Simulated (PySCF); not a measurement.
**Radial density of Pt³⁺ (platinum, charge +3)**

BHandHLYP, [Xe] 4f14 5d7, high-spin 4F determinant. Calculation: PySCF 2.14, in ANO-RCC-VTZP (8s7p5d3f1g, 84 functions); scalar relativity by spin-free X2C-1e.

```
r (bohr)  4πr²ρ (e/bohr)  4πr²(ρα − ρβ)
  0.0192           96.02        -0.0016
  0.0323           112.2         0.0055
  0.0543           145.5         0.0734
  0.0914           112.3         0.2364
   0.154           134.2         0.0889
   0.259           72.93         0.1562
   0.435           82.33         0.3252
   0.732           27.51         0.5043
    1.23           14.01         2.6319
    2.07           2.492         0.8791
    3.48         0.09366         0.0322
    5.86       2.948e-05         0.0000
```

Densities and radii are taken from the X2C orbitals without a picture-change correction, which distorts them close to the nucleus.

Spin-orbit coupling, absent here, splits the open shell strongly.
